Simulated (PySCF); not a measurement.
Mo(OMe)(H)5 (CH₈MoO), SMILES C[O][MoH5], multiplicity 1.

Geometry optimised at PBE0-D3(BJ)/def2-SVP. The multiplicity is an assumed one; no other spin state was optimised. The structure was generated by enumeration; whether it is a known compound was not checked. The def2 effective core potentials stand for the cores of Mo; spin–orbit coupling is left out.

Two levels are set side by side: PBE/def2-TZVPD (PySCF) and B3LYP/def2-TZVPD (PySCF). Same geometry, gas phase. Differences are taken from unrounded values.

| quantity | B3LYP |
|---|---|
| orbital gap (eV) | 4.96 |
| highest occupied level (eV) | -7.62 |
| lowest empty level (eV) | -2.67 |
| dipole moment (D) | 2.51 |
| mean polarisability (bohr³) | 70.6 |

What does PBE give, and how far is it from B3LYP? (The exact figures need the calculation; the answer reports its results.)


| quantity | PBE | PBE minus B3LYP |
|---|---|---|
| orbital gap (eV) | 3.19 | -1.77 |
| highest occupied level (eV) | -6.46 | 1.16 |
| lowest empty level (eV) | -3.27 | -0.61 |
| dipole moment (D) | 2.68 | 0.17 |
| mean polarisability (bohr³) | 73.1 | 2.5 |

PBE's occupied levels lie high since its potential decays too fast outside the molecule; exact exchange lowers them and widens the gap. PBE's more diffuse valence density responds more strongly to a field. Differences between two approximate levels are no errors against the true value.

Rough cost on one machine, each run with all the roots and properties that it gave: B3LYP against PBE within a factor of 2.
